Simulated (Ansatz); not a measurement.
Computed with Ansatz on PBE0-D4/def2-TZVP structures; ΔE is electronic, products minus reactants. CBS: MP2 limit from def2 TZ/QZ plus the TZ coupled-cluster correction, frozen cores. This one scheme is used for every species, atoms too. DFT in def2-TZVPP. HSE06 is defined as in plane-wave codes. Open shells (•) are unrestricted, without spin–orbit coupling. Spin–orbit coupling would lower the free atoms: strongly for I. def2 core potentials past Kr. For I, Sb outer-core shells are correlated without core-valence functions, so the limit isn't a true one: a few kJ/mol of doubt a bond, and 10 to 20 or more in all where bonds break to atoms.

Consider the atomization: `[SbH2][I]` → 2 H• + I• + Sb•.

Question: What is ΔE at CCSD(T)/CBS? (Best estimate.)

Answer: The calculation gave: +188.1 kcal/mol.

Question: What do these levels give: LDA (SPW92), r2SCAN-D4, r2SCAN0-D4, revPBE, r2SCAN, HSE06, CAM-B3LYP, LC-ωPBE, CCSD/def2-SVP, SCS-MP2/def2-TZVPP, HF/def2-QZVPP, MP2/def2-QZVPP? (An estimate is asked.)

Answer: Ansatz gave: LDA (SPW92) 218.7, r2SCAN-D4 183.1, r2SCAN0-D4 178.8, revPBE 176.8, r2SCAN 182.7, HSE06 180.1, CAM-B3LYP 182.3, LC-ωPBE 173.4, CCSD/def2-SVP 156.5, SCS-MP2/def2-TZVPP 174.2, HF/def2-QZVPP 111.8, MP2/def2-QZVPP 178.2 kcal/mol.

Largest T1 diagnostic among the species: 0.011.

In def2-TZVPP, CCSD(T) changes the Hartree–Fock value by +65.9 kcal/mol (the triples alone add +4.5 kcal/mol) and MP2 by +60.5 kcal/mol; breaking electron pairs costs correlation energy, which Hartree–Fock lacks. Leaving LDA and LC-ωPBE aside and taking each functional with its dispersion term where it has one, the values, not all of them listed here, spread over 11.6 kcal/mol, from PBE-QIDH to B97M-V. LDA lies +33.6 kcal/mol from PBE without D4, its usual overbinding.

For atomizations the MP2-based limit and the directly extrapolated one differ by several kJ/mol either way, and by 10 to 25 for some Ge, Se and Sn compounds, so smaller differences from it don't rank the levels.
